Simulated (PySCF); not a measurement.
A GIAO shielding run with PySCF 2.14.0 with density-fitted response routines (density fitting, non-relativistic, gas phase) on `InChI=1S/C4H15NOSi3/c1-3-9(4-2)5(7)8-6/h3,6,9H,1,4,8H2,2,7H3/t9-/m0/s1`:

```
$ OMP_NUM_THREADS=1 python probes_run.py task.json out

{"job": {"kind": "nmr", "xc": "PBE0", "basis": "pcSseg-1"}, "charge": 0, "multiplicity": 1}
C     -0.744579     2.175412     1.453180
C     -1.286125     1.389857     0.534802
Si    -0.679072    -0.353159     0.109851
C     -0.583950    -0.567892    -1.778209
C     -1.939302    -0.425996    -2.460885
N      0.881180    -0.614301     0.853843
Si     1.163342    -1.954967     1.923503
Si     2.254593     0.325411     0.326080
O      1.788466     1.598211    -0.561977
H     -1.121076     3.161747     1.683767
H      0.108688     1.848957     2.027351
H     -2.151254     1.756770    -0.005512
H     -1.613946    -1.330381     0.687384
H      0.109843     0.158554    -2.203014
H     -0.173737    -1.553375    -2.005272
H     -1.855495    -0.582883    -3.535051
H     -2.351268     0.566706    -2.297207
H     -2.644861    -1.152474    -2.064805
H     -0.070038    -2.179536     2.674916
H      1.530486    -3.151176     1.157079
H      2.257942    -1.590126     2.821556
H      3.098414    -0.407841    -0.608488
H      2.951208     0.764345     1.536172
H      1.058808     2.137903    -0.261507
```

Hardware: 1 thread of an Arm Neoverse V1, shared host. The job also computes population analyses, field gradients.

Q: How large is the calculation?

A: 96 electrons, 249 basis functions and 1358 auxiliary functions.

Q: How long does it take, and how much memory does it need?

A: 110 s of wall time, with 14 SCF cycles and 5 response iterations; peak memory 1.2 GiB. Times on a shared host scatter by some tens of per cent.
